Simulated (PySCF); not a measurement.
**ZnS: from constants to spectrum**

PBE constants of ZnS, ¹Σ⁺ (singlet), closed shell (PySCF, no relativity, basis sets Zn 6-31G(d,p), S 6-31G(d,p); masses 63.9291 and 31.9721 u):

```
ωe           : 477.3 cm⁻¹
ωexe         : 1.96 cm⁻¹
Be           : 0.19221 cm⁻¹
αe           : 0.00104 cm⁻¹
De to Zn + S : 2.29 eV
```

Problem. What force constant and bond length do these constants imply?

Solution. Reduced mass μred = 21.313 u; k = 5.8918×10⁻⁷·μred·ωe² (u, cm⁻¹, mdyn/Å) = 2.86 mdyn/Å; Re = √(16.8576/(μred·Be)) (u, cm⁻¹, Å) = 2.029 Å.

Problem. Estimate the centrifugal constant D from the Kratzer relation and find the Dunham coefficient a1.

Solution. D = 4Be³/ωe² = 1.25e-07 cm⁻¹; a1 = −1 − αeωe/(6Be²) = -3.24.
